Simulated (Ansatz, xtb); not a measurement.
## Relative energy of two structures of Cl3FGe

Structure a is a triplet given by its coordinates and structure b is `[F][Ge]([Cl])([Cl])[Cl]`, a singlet. Both are isolated molecules in the gas phase, relaxed with PBE0-D4/def2-SVP.

a (Å):

```yaml
atoms:
  - { symbol: Cl, position_ang: [1.1172, -1.4198, 0.0370] }
  - { symbol: Cl, position_ang: [-1.2033, -1.6668, -1.2436] }
  - { symbol: Cl, position_ang: [1.3149, 2.0787, 0.0244] }
  - { symbol: F, position_ang: [-1.0329, 0.4691, 1.3159] }
  - { symbol: Ge, position_ang: [-0.1460, 0.4652, -0.1750] }
```

Close contacts (Å): Cl1–Ge5 2.28, Cl2–Ge5 2.61, Cl3–Ge5 2.19, F4–Ge5 1.73.

b (Å):

```xyz
5

Cl    1.4806   -1.4401    0.4649
Cl   -1.2877   -0.6883   -1.5185
Cl    0.8431    1.8616   -0.4597
F    -0.9700    0.2021    1.4418
Ge   -0.0160   -0.0090    0.0301
```

Task: Estimate E(b) − E(a) at the level CCSD(T)/def2-SVP + ΔMP2/def2-TZVPP.

Result: Calculated at CCSD(T)/def2-SVP + ΔMP2/def2-TZVPP: E(b) − E(a) = −95.2 kcal/mol, so structure b lies lower.

The same difference at several levels:

```json
{"level": "PBE0-D4/def2-SVP", "geometry": "PBE0-D4/def2-SVP", "E(b) − E(a) (kcal/mol)": "−81.6", "departure from the last row (kcal/mol)": "+13.6", "job, with rough time for the two": "optimisation, 3.5 min"}
{"level": "HF/def2-SVP", "geometry": "PBE0-D4/def2-SVP", "E(b) − E(a) (kcal/mol)": "−84.9", "departure from the last row (kcal/mol)": "+10.4", "job, with rough time for the two": "part of the CCSD(T) run"}
{"level": "MP2/def2-SVP", "geometry": "PBE0-D4/def2-SVP", "E(b) − E(a) (kcal/mol)": "−97.6", "departure from the last row (kcal/mol)": "−2.4", "job, with rough time for the two": "part of the CCSD(T) run"}
{"level": "CCSD(T)/def2-SVP", "geometry": "PBE0-D4/def2-SVP", "E(b) − E(a) (kcal/mol)": "−91.7", "departure from the last row (kcal/mol)": "+3.6", "job, with rough time for the two": "single point"}
{"level": "CCSD(T)/def2-SVP + ΔMP2/def2-TZVPP", "geometry": "PBE0-D4/def2-SVP", "E(b) − E(a) (kcal/mol)": "−95.2", "departure from the last row (kcal/mol)": "", "job, with rough time for the two": "single point, 80 s"}
```

None of the levels shown reverses the order. The largest departure from CCSD(T)/def2-SVP + ΔMP2/def2-TZVPP is that of PBE0-D4/def2-SVP, 13.6 kcal/mol. Levels run at GFN2-xTB geometries aren't shown. The last row adds to CCSD(T) the change of the MP2 difference between the two basis sets, here −3.6 kcal/mol, a large step that makes the value less sure.

With harmonic frequencies from PBE0-D4/def2-SVP (ideal gas, rigid rotor, one conformer each, 298.15 K, 1 atm): the zero-point term adds +0.9 kcal/mol; ΔH is −94.8 and ΔG −92.0 kcal/mol.

Open shells are spin-unrestricted. The correlated steps freeze 25 core orbitals; the filled d shell of Ge is correlated, in a basis made for valence electrons. ΔG holds the spin degeneracy. Mirror images aren't counted in ΔG. Run with Ansatz 0.2.0; the last row on 2 threads of Arm Neoverse V2 on a shared host.
